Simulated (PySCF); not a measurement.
C₃H₈O₂Si, SMILES C=C[Si@@H](O)OC. Geometry: PBE-D3(BJ)/def2-SVP. The structure was generated by enumeration; whether it is a known compound was not checked. The values are those of a single conformer.

Computed equilibrium geometry at PBE-D3(BJ)/def2-SVP (PySCF confirms it by a frequency run) as a Z-matrix (one conformer of several):
```
Si
O 1 1.6797
C 2 1.4143 1 123.10
H 3 1.1095 2 108.78 1 -178.87
H 3 1.1138 4 108.13 2 121.88
H 3 1.1150 4 107.89 5 116.27
O 1 1.6826 2 112.55 3 -63.09
H 7 0.9739 1 113.68 2 -69.74
H 1 1.4994 2 110.60 3 51.41
C 1 1.8663 9 114.59 7 121.95
C 10 1.3489 1 122.90 9 120.88
H 11 1.1034 10 120.82 1 -1.01
H 11 1.1043 12 116.89 10 179.91
H 10 1.1066 11 118.69 12 179.87
```
